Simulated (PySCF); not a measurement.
SMILES C1(C)=C[C@@]2(CC=C1)C[C@@H]2C, C10H14

Geometry:
```csv
atom,x (Å),y (Å),z (Å)
C1,3.038,-0.540,-1.348
C2,1.856,-0.318,-0.456
C3,0.653,0.036,-0.916
C4,-0.504,0.287,-0.033
C5,-0.394,-0.313,1.360
C6,1.024,-0.464,1.820
C7,2.050,-0.487,0.975
C8,-1.195,1.626,-0.206
C9,-1.867,0.376,-0.682
C10,-3.102,-0.149,0.005
H11,3.850,0.134,-1.075
H12,3.405,-1.562,-1.242
H13,2.779,-0.370,-2.390
H14,0.496,0.208,-1.972
H15,-0.941,0.300,2.081
H16,-0.860,-1.308,1.371
H17,1.169,-0.600,2.882
H18,3.061,-0.631,1.328
H19,-1.584,2.103,0.681
H20,-0.801,2.317,-0.936
H21,-1.885,0.221,-1.756
H22,-3.153,-1.234,-0.073
H23,-3.116,0.122,1.057
H24,-3.992,0.266,-0.466
```

Method: GIAO BHandHLYP/pcSseg-1 magnetisability, rotational g tensor and spin-rotation constants, non-relativistic, gas phase (PySCF). Geometry: GFN2-xTB.

Question: What are the magnetisability and the molar susceptibility?

Answer: Isotropic -1641 × 10⁻³⁰ J/T², or -98.8 × 10⁻⁶ cm³/mol; principal values -1748, -1672, -1503 × 10⁻³⁰ J/T², anisotropy 217 × 10⁻³⁰ J/T² (root of half the summed squared differences of the principal values). The susceptibility is in cgs units.

Question: Split it along the inertial axes a, b, c into diamagnetic and paramagnetic parts about the centre of mass, with the quadrupole moment.

Answer: 
| axis | χ (10⁻⁶ cm³/mol) | diamagnetic (10⁻⁶ cm³/mol) | paramagnetic (10⁻⁶ cm³/mol) | summed x² of all electrons (Å²) | quadrupole Θ (D Å) |
| --- | --- | --- | --- | --- | --- |
| a | -98.3 | -627.4 | 529.1 | 309.4 | +2.27 |
| b | -96.0 | -1490.4 | 1394.4 | 106.0 | +3.02 |
| c | -102.2 | -1762.7 | 1660.5 | 41.9 | -5.30 |

Anisotropies 2χaa − χbb − χcc = +1.7 and 2χbb − χaa − χcc = +8.5 × 10⁻⁶ cm³/mol. Θ is traceless in Buckingham's convention.

Question: And the rotational g tensor?

Answer: 
| axis | rotational constant (GHz) | g | nuclear part | electronic part |
| --- | --- | --- | --- | --- |
| a | 2.5885 | -0.0144 | 0.6290 | -0.6434 |
| b | 0.9270 | -0.0063 | 0.6009 | -0.6073 |
| c | 0.7706 | -0.0013 | 0.5999 | -0.6012 |

Asymmetric top; isotopes 12C, 1H; no vibrational averaging.
